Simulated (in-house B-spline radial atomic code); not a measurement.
The numbers below are computed, except where a source is named.
## Correlation energy from the adiabatic connection: −V exp(−r²/w²), V = 1.02, w = 3.43

Two electrons in a singlet, external potential −V exp(−r²/w²), V = 1.02, w = 3.43 (atomic units). Full CI in B-splines (partial waves to l = 8, correlation up to 0.6 % small) with the density held fixed gives W(λ) = <V_ee>_λ − U, and E_c is the integral of W(λ) − W(0) from 0 to 1.

```tsv
λ	W(λ) − W(0) (hartree)
0	0.00000
0.02	-0.00189
0.05	-0.00464
0.12	-0.01068
0.25	-0.02066
0.4	-0.03051
0.6	-0.04142
0.8	-0.05039
1	-0.05787
```

Task: Integrate the table by the trapezoid rule.

Result: The strips give -0.00002, -0.00010, -0.00054, -0.00204, -0.00384, -0.00719, -0.00918, -0.01083, which sum to -0.03373 hartree. The direct value, W(1) − W(0) + T_c with T_c = 0.02402, is -0.03385; the curve is convex, so chords lie above it and the trapezoids fall short in size by 0.37 %.

Task: Now use only three numbers: W(0) = -0.37552, the initial slope W'(0) = -0.09561 (extrapolated from the first points) and the strong-coupling limit of the point-charge-plus-continuum model, W∞ = -0.52302. What do second-order theory and the interpolation W(λ) = W∞ + (W(0) − W∞)/√(1 + 2χλ) of Seidl, Perdew and Levy give?

Result: Second order keeps the slope alone: E_c = W'(0)/2 = -0.04781, +41 % in size against -0.03385. Matching the slope fixes χ = W'(0)/(W∞ − W(0)) = -0.09561/(-0.14750) = 0.64820. Integrating, with s = √(1 + 2χ) = 1.515390, E_c = −(W(0) − W∞)(s − 1)/(s + 1) = −0.14750 × 0.515390/2.515390 = -0.03022 hartree, -10.7 % in size against the full result. At λ = 1 the formula gives W − W(0) = -0.05017 against -0.05787. Part of the miss can come from the model's W∞.
